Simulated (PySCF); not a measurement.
Electron correlation in Eu³⁺ (europium, charge +3)

[Xe] 4f6, high-spin 7F determinant. Calculation: PySCF 2.14, in x2c-TZVPPall (11s7p7d4f2g, 113 functions); scalar relativity by spin-free X2C-1e. Frozen: [Kr] 4d10; 14 electrons correlated.

MP2 pair energies summed by pair of shells (mhartree):

```csv
pair,energy,share (%)
5p-5p,-121.99,31.6
4f-5p,-115.38,29.9
4f-4f,-85.00,22.0
5s-5p,-33.23,8.6
4f-5s,-24.56,6.4
5s-5s,-6.18,1.6
```

Total MP2 correlation energy: -386.34 mhartree.

Same-spin part -180.35 and opposite-spin part -205.99 mhartree; SCS-MP2 scales them by 1/3 and 6/5 to -307.31 mhartree.
